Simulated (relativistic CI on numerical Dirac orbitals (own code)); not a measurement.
# Level scheme of Mo3+

Calculated at this level of theory: Dirac-Coulomb-Breit CI, separate exchange-only KLI orbitals for each configuration, model QED (radiative potential, 1s self-energy scaled to tabulated hydrogen-like ionisation energies), valence Slater integrals scaled by 0.85, P86 correlation energy added to each configuration (own radial code, finite nucleus).

Configuration list (outside the closed core [Ar] 3d10): 4s²4p⁶4d³, 4s²4p⁶4d²5s, 4s²4p⁶4d²5p, 4s²4p⁶4d²4f, 4s²4p⁶4d²6s, 4s²4p⁶4d²5d, 4s²4p⁶4d5s5p, 4s²4p⁵4d⁴, 4s²4p⁶4d²6p, 4s²4p⁶4d²6d, 4s²4p⁶4d²7s, 4s²4p⁶4d²5f, 4s²4p⁶4d²7p, 4s²4p⁶4d²5g, 4s²4p⁶4d²7d, 4s²4p⁶4d4f5s, 4s²4p⁵4d³4f, 4s²4p⁶4d5p5d, 4s4p⁶4d⁴, 4s²4p⁶4d5s², 4s²4p⁶5s²5p, 4s²4p⁶4f5s², 4s²4p⁶5s²6s, 4s²4p⁶5s²5d, 4s²4p⁶4d4f², 4s²4p⁶4f²5s, 4s²4p⁶4f²5p, 4s²4p⁶4f³, 4s²4p⁶4f²6s, 4s²4p⁶4f²5d, 4s²4p⁶4d5p², 4s²4p⁶5s5p², 4s²4p⁶5p³, 4s²4p⁶4f5p², 4s²4p⁶5p²6s, 4s²4p⁶5p²5d, 4s²4p⁶4d5s5d, 4s²4p⁶5s5p5d, 4s²4p⁶4f5s5d, 4s²4p⁶5s5d6s, 4s²4p⁶5s5d², 4s²4p⁶4d4f5p, 4s²4p⁶4f5s5p, 4s²4p⁶4f5p6s, 4s²4p⁶4f5p5d. Double excitations out of closed p, d and f shells are left out; levels of such configurations are missing from the list, as are those of other unlisted configurations, and high levels can miss mixing partners. These lack a partner that the ground configuration has and come out too high: 4s²4p⁶4d²6p, 4s²4p⁶4d²6d, 4s²4p⁶4d²7s, 4s²4p⁶4d²5f, 4s²4p⁶4d²7p.

The lowest level is 4s²4p⁶4d³ ⁴F3/2, with 98 % of that term; Hund's rules for 4s²4p⁶4d³ give ⁴F with J = 3/2, in agreement.

```csv
No.,Configuration,Term,J,E (cm⁻¹),%,jj configuration (%)
1,4s²4p⁶4d³,⁴F,3/2,0.0,98,4d3/2^3 (41)
2,4s²4p⁶4d³,⁴F,5/2,710.3,99,4d3/2^2 4d5/2 (79)
3,4s²4p⁶4d³,⁴F,7/2,1613.1,99,4d3/2 4d5/2^2 (74)
4,4s²4p⁶4d³,⁴F,9/2,2645.9,98,4d3/2 4d5/2^2 (49)
5,4s²4p⁶4d³,⁴P,1/2,10649.1,94,4d3/2^2 4d5/2 (74)
6,4s²4p⁶4d³,⁴P,3/2,10699.5,87,4d3/2^2 4d5/2 (56)
7,4s²4p⁶4d³,²G,7/2,11654.9,98,4d3/2 4d5/2^2 (50)
8,4s²4p⁶4d³,⁴P,5/2,11803.3,98,4d3/2 4d5/2^2 (63)
9,4s²4p⁶4d³,²G,9/2,12354.2,85,4d3/2^2 4d5/2 (65)
10,4s²4p⁶4d³,²P,3/2,14712.1,45,4d3/2 4d5/2^2 (59)
11,4s²4p⁶4d³,²P,1/2,14959.8,94,4d3/2 4d5/2^2 (73)
12,4s²4p⁶4d³,²H,9/2,15970.9,86,4d3/2 4d5/2^2 (50)
13,4s²4p⁶4d³,²H,11/2,16343.6,99,4d3/2 4d5/2^2 (99)
14,4s²4p⁶4d³,²D,5/2,17166.8,98,4d3/2 4d5/2^2 (55)
15,4s²4p⁶4d³,²D,3/2,17501.0,53,4d5/2^3 (78)
16,4s²4p⁶4d³,²F,7/2,25296.2,98,4d3/2 4d5/2^2 (74)
17,4s²4p⁶4d³,²F,5/2,25602.1,98,4d3/2 4d5/2^2 (52)
18,4s²4p⁶4d³,²D,5/2,40149.9,98,4d3/2^2 4d5/2 (49)
19,4s²4p⁶4d³,²D,3/2,40419.1,99,4d3/2 4d5/2^2 (87)
20,4d²(3F)5s,⁴F,3/2,67406.4,99,4d3/2^2 5s (75)
21,4d²(3F)5s,⁴F,5/2,68084.1,98,4d3/2 4d5/2 5s (56)
22,4d²(3F)5s,⁴F,7/2,69087.8,99,4d3/2 4d5/2 5s (86)
23,4d²(3F)5s,⁴F,9/2,70340.4,99,4d5/2^2 5s (75)
24,4d²(3F)5s,²F,5/2,75352.3,94,4d3/2 4d5/2 5s (58)
25,4d²(3F)5s,²F,7/2,77378.5,97,4d5/2^2 5s (58)
26,4d²(3P)5s,⁴P,1/2,78733.6,99,4d3/2^2 5s (47)
27,4d²(3P)5s,⁴P,3/2,79106.4,93,4d3/2 4d5/2 5s (95)
28,4d²(3P)5s,⁴P,5/2,79145.3,70,4d3/2 4d5/2 5s (83)
29,4d²(1D)5s,²D,3/2,80811.1,89,4d5/2^2 5s (42)
30,4d²(1D)5s,²D,5/2,81691.4,68,4d5/2^2 5s (94)
31,4d²(1G)5s,²G,9/2,85775.2,99,4d3/2 4d5/2 5s (75)
32,4d²(1G)5s,²G,7/2,85862.2,98,4d3/2 4d5/2 5s (72)
33,4d²(3P)5s,²P,1/2,86727.2,97,4d3/2 4d5/2 5s (68)
34,4d²(3P)5s,²P,3/2,87787.9,95,4d5/2^2 5s (52)
35,4d²(1S)5s,²S,1/2,105802.5,98,4d5/2^2 5s (67)
36,4d²(3F)5p,⁴G°,5/2,115387.8,83,4d3/2^2 5p1/2 (79)
37,4d²(3F)5p,⁴G°,7/2,117125.1,90,4d3/2 4d5/2 5p1/2 (76)
38,4d²(3F)5p,⁴F°,3/2,117587.2,78,4d3/2^2 5p1/2 (59)
39,4d²(3F)5p,⁴F°,5/2,118701.0,76,4d3/2 4d5/2 5p1/2 (78)
40,4d²(3F)5p,⁴G°,9/2,119065.4,92,4d3/2 4d5/2 5p3/2 (47)
41,4d²(3F)5p,²F°,5/2,119811.6,51,4d3/2^2 5p3/2 (51)
42,4d²(3F)5p,⁴F°,7/2,120134.4,91,4d3/2 4d5/2 5p3/2 (46)
43,4d²(3F)5p,²D°,3/2,120605.6,57,4d3/2^2 5p3/2 (68)
44,4d²(3F)5p,⁴G°,11/2,121321.8,99,4d5/2^2 5p3/2 (75)
45,4d²(3F)5p,⁴F°,9/2,121386.2,85,4d3/2 4d5/2 5p3/2 (48)
```

Energies count from the lowest computed level; ° marks odd parity. Percentages are summed over parent terms; the parents shown are those of the largest component, closed shells are left out there. Filled j subshells are mostly left out of the jj labels.

The mean weight of the leading LS term, summed over parents, in these 45 levels is 89 %, and that of the leading jj configuration (from the same eigenvectors) 66 %, so LS coupling describes them better.

Correlation outside the listed configurations is missing or only estimated: errors of thousands of cm⁻¹ between configurations and terms are usual at this charge. Rates and lifetimes follow the computed energies and can be off by large factors. The fine structure of a lone outer electron comes out too small, for d and f at times inverted, and misplaced configurations move strength between like terms. 58 of the 64 excited levels that our extract of the measured tables holds in this range could be paired (the sources list more); they are missed by 4571 cm⁻¹ on average and 6983 at most, and levels without a partner can miss by more. Some levels of the ground configuration have no partner and can miss by 10 % or more.

Landé's interval rule says that E(J) − E(J−1) = AJ with one A. For the ground term the intervals give A = 284.1, 257.9, 229.5 cm⁻¹ for J = 5/2, 7/2, 9/2; the multiplet is regular.

LS names give the leading component of a level, which can be under half, so a name can repeat, a term be missing and a line seem to break the LS rules.
